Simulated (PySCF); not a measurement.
PySCF input (M06-2X/def2-TZVPD):

```python
from pyscf import gto, scf, dft

mol = gto.M(
    atom='''
    Te   -0.00070909    0.04327509    0.00226130
    H    -1.16040669   -1.14501690   -0.04830027
    H     1.19727946   -1.10528797   -0.06928709
    ''',
    basis='def2-tzvpd',
    ecp='def2-tzvp',
    charge=1,
    spin=1,
    verbose=4,
)

mf = dft.UKS(mol, xc='m062x').density_fit(auxbasis='def2-universal-jkfit')
mf.grids.level = 4
mf.conv_tol = 1e-9
mf.max_cycle = 100
mf.max_memory = 1500
mf.kernel()
if not mf.converged:
    mf = mf.newton()
    mf.kernel(mf.make_rdm1())
for _ in range(2):
    mo, _, stable, _ = mf.stability(return_status=True)
    if stable:
        break
    mf.kernel(mf.make_rdm1(mo, mf.mo_occ))
mf.analyze()
```

Output:

```
ECP def2-tzvp not found for  H
PySCF version 2.14.0

[INPUT] verbose = 4
[INPUT] num. atoms = 3
[INPUT] num. electrons = 25
[INPUT] charge = 1
[INPUT] spin (= nelec alpha-beta = 2S) = 1
[INPUT] symmetry False subgroup None
[INPUT] Mole.unit = angstrom
[INPUT] Symbol           X                Y                Z      unit          X                Y                Z       unit  Magmom
[INPUT]  1 Te    -0.000709090000   0.043275090000   0.002261300000 AA   -0.001339985898   0.081778068116   0.004273237685 Bohr   0.0
[INPUT]  2 H     -1.160406690000  -1.145016900000  -0.048300270000 AA   -2.192850837213  -2.163768348999  -0.091274282043 Bohr   0.0
[INPUT]  3 H      1.197279460000  -1.105287970000  -0.069287090000 AA    2.262530273967  -2.088691552076  -0.130933624068 Bohr   0.0

nuclear repulsion = 15.5151198486235
number of shells = 29
number of NR pGTOs = 123
number of NR cGTOs = 77
basis = def2-tzvpd
ecp = def2-tzvp

******** <class 'pyscf.df.df_jk.DFUKS'> ********
method = DFUKS
initial guess = minao
damping factor = 0
level_shift factor = 0
DIIS = <class 'pyscf.scf.diis.CDIIS'>
diis_start_cycle = 1
diis_space = 8
diis_damp = 0
SCF conv_tol = 1e-09
SCF conv_tol_grad = None
SCF max_cycles = 100
direct_scf = False
number electrons alpha = 13  beta = 12
XC library pyscf.dft.libxc version 7.1.2
    S. Lehtola, C. Steigemann, M. J. T. Oliveira, and M. A. L. Marques,  SoftwareX 7, 1–5 (2018)
XC functionals = m062x
    Y. Zhao and D. G. Truhlar,  Theor. Chem. Acc. 120, 215 (2008)
    Y. Zhao and D. G. Truhlar,  Theor. Chem. Acc. 120, 215 (2008)
radial grids:
    Treutler-Ahlrichs [JCP 102, 346 (1995); DOI:10.1063/1.469408] (M4) radial grids

becke partition: Becke, JCP 88, 2547 (1988); DOI:10.1063/1.454033
pruning grids: <function nwchem_prune>
grids dens level: 4
symmetrized grids: False
atomic radii adjust function: <function treutler_atomic_radii_adjust>
small_rho_cutoff = 0
Set gradient conv threshold to 3.16228e-05
tot grids = 63008
******** <class 'pyscf.df.df.DF'> ********
auxbasis = def2-universal-jkfit
init E= -227.114534797967
  alpha nocc = 13  HOMO = -0.929290970535048  LUMO = -0.5410294797358
  beta  nocc = 12  HOMO = -1.0149254347778  LUMO = -0.92929097053505

WARN: HOMO -0.929290970535048 >= LUMO -0.92929097053505

[...]
  beta  nocc = 12  HOMO = -0.648315694917684  LUMO = -0.375569729332391
  HOMO = -0.601685868603  LUMO = -0.375569729332  gap/eV = 6.15293
Extra cycle  E= -268.797358007667  delta_E= -7.84e-12  |g|= 2.12e-06  |ddm|= 8.46e-06
converged SCF energy = -268.797358007667  <S^2> = 0.75977122  2S+1 = 2.0097475
uhf_internal: lowest eigs of H = [0.21254804 0.33529159 0.35619374]
<class 'pyscf.df.df_jk.DFUKS'> wavefunction is stable in the internal stability analysis
**** SCF Summaries ****
Total Energy =                        -268.797358007667071
Nuclear Repulsion Energy =              15.515119848623502
One-electron Energy =                 -491.206427458826511
Two-electron Energy =                  206.893949602535969
Two-electron Coulomb Energy =          228.029754443914157
DFT Exchange-Correlation Energy =      -21.135804841378199
HOMO-LUMO gap [eV] =                     6.152933551046786
**** MO energy ****
                             alpha | beta                alpha | beta
MO #1   energy= -6.8348780440261   | -6.83209964751549  occ= 1 | 1
MO #2   energy= -4.94126161178341  | -4.93401125953796  occ= 1 | 1
MO #3   energy= -4.93457091508941  | -4.93254086632442  occ= 1 | 1
MO #4   energy= -4.93009190599626  | -4.92973478036088  occ= 1 | 1
MO #5   energy= -2.06210634143224  | -2.05328695890822  occ= 1 | 1
MO #6   energy= -2.05950752904726  | -2.05271203260097  occ= 1 | 1
MO #7   energy= -2.05561699743624  | -2.05168977902711  occ= 1 | 1
MO #8   energy= -2.05341475480584  | -2.04795689395031  occ= 1 | 1
MO #9   energy= -2.04897852520283  | -2.04769399440228  occ= 1 | 1
MO #10  energy= -1.03453007041945  | -0.972833736875897 occ= 1 | 1
MO #11  energy= -0.70801553381268  | -0.701373967452379 occ= 1 | 1
MO #12  energy= -0.665282709612996 | -0.648315694917684 occ= 1 | 1
MO #13  energy= -0.601685868603079 | -0.375569729332391 occ= 1 | 0
MO #14  energy= -0.239902288557042 | -0.232166757922538 occ= 0 | 0
MO #15  energy= -0.205462908815417 | -0.191877960014222 occ= 0 | 0
MO #16  energy= -0.132391034789324 | -0.161929956718261 occ= 0 | 0
MO #17  energy= -0.113506936393527 | -0.116003752709255 occ= 0 | 0
MO #18  energy= -0.113241253289909 | -0.111310851795305 occ= 0 | 0
MO #19  energy= -0.109403884579567 | -0.110317680619786 occ= 0 | 0
MO #20  energy= -0.105474716428704 | -0.109143143543076 occ= 0 | 0
MO #21  energy= -0.102960907814461 | -0.102864717687696 occ= 0 | 0
MO #22  energy= -0.0988289082318999 | -0.0908936299591394 occ= 0 | 0
MO #23  energy= -0.0261016064909283 | -0.029991396609482 occ= 0 | 0
MO #24  energy= -0.0169815427822773 | -0.0176573251711938 occ= 0 | 0
MO #25  energy= 0.0200483687198263 | 0.0212214446709202 occ= 0 | 0
MO #26  energy= 0.0311670604305663 | 0.0289089102552113 occ= 0 | 0
MO #27  energy= 0.0431491942057391 | 0.0290922860175188 occ= 0 | 0
MO #28  energy= 0.0521045777655381 | 0.0471741050857337 occ= 0 | 0
MO #29  energy= 0.0573984972228413 | 0.0531107718945617 occ= 0 | 0
MO #30  energy= 0.0708634027688832 | 0.0682546486577239 occ= 0 | 0
MO #31  energy= 0.0711818275023432 | 0.0708735895591093 occ= 0 | 0
MO #32  energy= 0.110435445462914  | 0.105785551973213  occ= 0 | 0
MO #33  energy= 0.125330602250602  | 0.107856573179416  occ= 0 | 0
MO #34  energy= 0.131081378721264  | 0.141212602386668  occ= 0 | 0
MO #35  energy= 0.131743411425124  | 0.148697502584524  occ= 0 | 0
MO #36  energy= 0.145268956577008  | 0.150123278560033  occ= 0 | 0
MO #37  energy= 0.175950388375691  | 0.172138845358258  occ= 0 | 0
MO #38  energy= 0.277272255637856  | 0.281603729777801  occ= 0 | 0
MO #39  energy= 0.302540530589209  | 0.3063791375983    occ= 0 | 0
MO #40  energy= 0.347219767780129  | 0.347239308368271  occ= 0 | 0
MO #41  energy= 0.472467153714458  | 0.474662320835159  occ= 0 | 0
MO #42  energy= 0.554815073444426  | 0.589568181977719  occ= 0 | 0
MO #43  energy= 0.582776276074466  | 0.605113159079203  occ= 0 | 0
MO #44  energy= 0.58426679225854   | 0.605706021037173  occ= 0 | 0
MO #45  energy= 0.585278301364533  | 0.608840034538194  occ= 0 | 0
MO #46  energy= 0.590125567783984  | 0.616951895306528  occ= 0 | 0
MO #47  energy= 0.705111063067522  | 0.711758199944836  occ= 0 | 0
MO #48  energy= 0.752397342253667  | 0.757784494369716  occ= 0 | 0
MO #49  energy= 0.799013636632228  | 0.813841720578627  occ= 0 | 0
MO #50  energy= 0.949145882881983  | 0.953071369021709  occ= 0 | 0
MO #51  energy= 0.954043690779538  | 0.960105658920685  occ= 0 | 0
MO #52  energy= 1.18844105932044   | 1.19767544125615   occ= 0 | 0
MO #53  energy= 1.19920901063646   | 1.22416071837591   occ= 0 | 0
MO #54  energy= 1.20683711589208   | 1.22679396023434   occ= 0 | 0
MO #55  energy= 1.2281938122949    | 1.23174656359162   occ= 0 | 0
MO #56  energy= 1.23497763539515   | 1.24031203549735   occ= 0 | 0
MO #57  energy= 1.3929180753146    | 1.39957131085283   occ= 0 | 0
MO #58  energy= 1.47388136290726   | 1.48608098513672   occ= 0 | 0
MO #59  energy= 1.47951596247057   | 1.49060537818089   occ= 0 | 0
MO #60  energy= 1.59088555987411   | 1.59871595359332   occ= 0 | 0
MO #61  energy= 1.8925531394666    | 1.89491826614128   occ= 0 | 0
MO #62  energy= 2.06676928313364   | 2.0726915199196    occ= 0 | 0
MO #63  energy= 2.47999127797586   | 2.48754714412184   occ= 0 | 0
MO #64  energy= 2.5661345904277    | 2.5749230369603    occ= 0 | 0
MO #65  energy= 2.62046476661365   | 2.61499633146278   occ= 0 | 0
MO #66  energy= 2.65544151473671   | 2.64916690213636   occ= 0 | 0
MO #67  energy= 2.67187440151941   | 2.66386835481539   occ= 0 | 0
MO #68  energy= 2.67285583263282   | 2.66779009004696   occ= 0 | 0
MO #69  energy= 2.70116779684437   | 2.69403604584549   occ= 0 | 0
MO #70  energy= 2.82332273045735   | 2.82058398411866   occ= 0 | 0
MO #71  energy= 2.90785599620804   | 2.9075136098187    occ= 0 | 0
MO #72  energy= 3.8751656442091    | 3.87413182939892   occ= 0 | 0
MO #73  energy= 38.3980001008107   | 38.4039358652055   occ= 0 | 0
MO #74  energy= 38.4911895494569   | 38.4910251820539   occ= 0 | 0
MO #75  energy= 38.5126771462177   | 38.5127194952373   occ= 0 | 0
MO #76  energy= 40.6847977437745   | 40.6850266563688   occ= 0 | 0
MO #77  energy= 103.812271154309   | 103.805781862652   occ= 0 | 0

To work with the spin densities directly, `use mulliken_meta_spin()` only printing them here.

 ** Mulliken spin pop alpha/beta on meta-lowdin orthogonal AOs **
 ** Mulliken Spin Density (per AO)  **
spin_pop of  0 Te 4s       -0.00007
spin_pop of  0 Te 5s        0.01751
spin_pop of  0 Te 6s       -0.00068
spin_pop of  0 Te 7s        0.00007
spin_pop of  0 Te 8s       -0.00022
spin_pop of  0 Te 9s        0.00004
spin_pop of  0 Te 10s        0.00014
spin_pop of  0 Te 4px       0.00077
spin_pop of  0 Te 4py       0.00078
spin_pop of  0 Te 4pz       0.00045
spin_pop of  0 Te 5px       0.05756
spin_pop of  0 Te 5py       0.00006
spin_pop of  0 Te 5pz       0.00005
spin_pop of  0 Te 6px       0.03437
spin_pop of  0 Te 6py       0.02602
spin_pop of  0 Te 6pz       0.01397
spin_pop of  0 Te 7px       0.73469
spin_pop of  0 Te 7py       0.00728
spin_pop of  0 Te 7pz       0.00583
spin_pop of  0 Te 8px       0.01239
spin_pop of  0 Te 8py       0.00000
spin_pop of  0 Te 8pz       0.00006
[...]
```

This state (charge 1, doublet) is run at the relaxed geometry of the species with charge 0 and multiplicity 1.
